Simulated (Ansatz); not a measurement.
In(Cl)(vinyl)(OH) (C2H4ClInO), SMILES C=[CH][In]([OH])[Cl].

Coordinates come from a B3LYP-D3(BJ)/def2-SVP optimisation. The structure was generated by enumeration; whether it is a known compound was not checked. The def2 effective core potentials stand for the cores of In; spin–orbit coupling is left out. One conformer was computed; it need not be the lowest.

Two levels are set side by side: PBE/def2-SVPD (Ansatz, an electronic-structure program) and CAM-B3LYP/def2-SVPD (Ansatz). Energy differences of separate SCF runs at the same geometry; the states with an electron removed or added have multiplicity 2 and 2. Differences are taken from unrounded values.

```
quantity                           CAM-B3LYP   PBE  PBE minus CAM-B3LYP
---------------------------------  ---------  ----  -------------------
vertical ionisation energy (eV)        10.69  9.83                -0.86
vertical singlet–triplet gap (eV)       4.15  4.18                 0.03
```
